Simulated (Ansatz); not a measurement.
B$_{2}$Cl$_{4}$, triplet, at a GFN2-xTB geometry (a higher spin typed on purpose: for a closed-shell molecule this is an excited state), atoms displaced at random by about 0.02 Å a coordinate; PBE/6-31G in Ansatz (a first-principles code).

Ansatz was given this input:
Ansatz 0.2 input:
```yaml
crystal:
  periodic: [false, false, false]
  atoms:
    - {symbol: Cl, position_ang: [-1.55835668, -1.67573682, -0.10914880]}
    - {symbol: B, position_ang: [-0.80047877, -0.08855255, -0.06476280]}
    - {symbol: Cl, position_ang: [-1.84865233, 1.35927620, -0.14809010]}
    - {symbol: B, position_ang: [0.76504200, 0.07911522, 0.06616925]}
    - {symbol: Cl, position_ang: [1.84252405, -1.34969917, 0.16659562]}
    - {symbol: Cl, position_ang: [1.52555647, 1.65479420, 0.09788004]}
basis:
  gaussian:
    orbitals: 6-31G
hamiltonian:
  xc: pbe
magnetization: {spin_polarized: true, initial_magnetization: 2}
relax: {f_tol: 0.1}
```

Output, abridged:

```
Functional definition: PBE
858 factors; integrals over basis functions are off by at most 1.2e-4 eV
mean field evaluation 1: about -51415.6456 eV, gradient 1.4e1 eV
mean field evaluation 2: about -51410.2727 eV, gradient 3.0e1 eV
mean field evaluation 4: about -51417.2062 eV, gradient 4.0e0 eV
mean field evaluation 8: about -51417.3554 eV, gradient 2.7e-1 eV
mean field evaluation 16: about -51417.3563 eV, gradient 1.2e-4 eV
mean field evaluation 32: about -51417.3004 eV, gradient 2.6e0 eV
mean field -51417.35630251 eV, -1889.5529921813 hartree, gradient 4.7e-6 eV, S^2 2.001980; 8 other end points of the search recorded, 0 dependent functions left out
the calculation of the forces begins
reference -51417.35632953 eV, -1889.5529931743 hartree; 40, 38 occupied and 30, 32 virtual orbitals, 858 factors
relax step   1: F+E_penalty+E_count = -51417.35630251 eV  Δ(F+E_penalty+E_count) = +0.000e0 eV  max|allowed force component| = 1.877e0 eV/Å  Δτ_max = 0.0000 Å  (150 SCF iters, accepted)
these checks for a lower state are left out or cut short: starts, cluster_reference, orbital_swaps, neighbouring_geometries, increment
858 factors; integrals over basis functions are off by at most 1.2e-4 eV
mean field -51417.56942619 eV, -1889.5608243321 hartree, gradient 1.1e-5 eV, S^2 2.002310; 0 other end points of the search recorded, 0 dependent functions left out
the calculation of the forces begins
reference -51417.56945350 eV, -1889.5608253356 hartree; 40, 38 occupied and 30, 32 virtual orbitals, 858 factors
relax step   2: F+E_penalty+E_count = -51417.56942619 eV  Δ(F+E_penalty+E_count) = -2.131e-1 eV  max|allowed force component| = 7.267e-1 eV/Å  Δτ_max = 0.0586 Å  (36 SCF iters, accepted)
these checks for a lower state are left out or cut short: starts, cluster_reference, orbital_swaps, neighbouring_geometries, increment
858 factors; integrals over basis functions are off by at most 1.2e-4 eV
mean field evaluation 64: about -51417.6091 eV, gradient 3.6e-2 eV
mean field -51417.60932360 eV, -1889.5622905350 hartree, gradient 2.0e-5 eV, S^2 2.002597; 0 other end points of the search recorded, 0 dependent functions left out
the calculation of the forces begins
reference -51417.60935113 eV, -1889.5622915467 hartree; 40, 38 occupied and 30, 32 virtual orbitals, 858 factors
relax step   3: F+E_penalty+E_count = -51417.60932360 eV  Δ(F+E_penalty+E_count) = -3.990e-2 eV  max|allowed force component| = 6.314e-2 eV/Å  Δτ_max = 0.0438 Å  (33 SCF iters, accepted)
858 factors; integrals over basis functions are off by at most 1.2e-4 eV
mean field evaluation 96: about -51417.4446 eV, gradient 9.7e-1 eV
mean field -51417.60932360 eV, -1889.5622905350 hartree, gradient 2.0e-5 eV, S^2 2.002597; 7 other end points of the search recorded, 0 dependent functions left out
the calculation of the forces begins
reference -51417.60935113 eV, -1889.5622915467 hartree; 40, 38 occupied and 30, 32 virtual orbitals, 858 factors
Total energy: -51417.60935113 eV, -1889.5622915467 hartree
Atom 0 at    -1.589427    -1.743104    -0.105434 Å, force     0.060699     0.022133    -0.002299 eV/Å
Atom 1 at    -0.860445    -0.088786    -0.069384 Å, force     0.031223     0.026718     0.020567 eV/Å
Atom 2 at    -1.881556     1.403008    -0.154797 Å, force     0.053854    -0.029861    -0.003085 eV/Å
Atom 3 at     0.836353     0.078169     0.066059 Å, force    -0.034585     0.003895     0.000229 eV/Å
Atom 4 at     1.863640    -1.407228     0.166117 Å, force    -0.063144     0.013142    -0.008891 eV/Å
Atom 5 at     1.557069     1.737138     0.106082 Å, force    -0.048047    -0.036026    -0.006522 eV/Å
Dipole moment:     0.000206    -0.003295    -0.000235 e Å
```
